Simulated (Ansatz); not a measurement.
The cluster Au3⁻. Total charge -1; triplet. Geometry PBE0-D4/def2-TZVP, that of the neutral doublet; atoms count from 1.

```xyz
3

Au   -0.240   -0.994    2.131
Au    0.328    0.309   -2.320
Au   -0.089    0.685    0.189
```

In the def2 sets Au takes a core potential; there is no spin–orbit coupling. At PBE0-D4/def2-TZVPD a singlet of charge -1 lies 1.41 eV below the triplet at the same geometry. The structure comes from a short search, and lower isomers may exist.

Estimate the Mulliken populations from the PBE0/def2-TZVPD orbitals of Ansatz.


| atom | charge (e) | spin (α − β) | d electrons |
| --- | --- | --- | --- |
| Au1 | -0.39 | 0.73 | 9.88 |
| Au2 | -0.39 | 0.73 | 9.88 |
| Au3 | -0.21 | 0.54 | 9.72 |
Mulliken values and Mayer orders depend strongly on the basis. With diffuse functions, as here, like atoms can get unlike values, and bond orders can come out too low or too high.

Where does the spin sit?

Summed by element: Au 2.00, of 2 unpaired in all. Largest on single atoms: Au1 0.73, Au2 0.73, Au3 0.54.

And the Mayer bond orders between bonded heavy atoms (over 0.3)?

Au1–Au3 0.82 (2.57 Å); Au2–Au3 0.82 (2.57 Å).
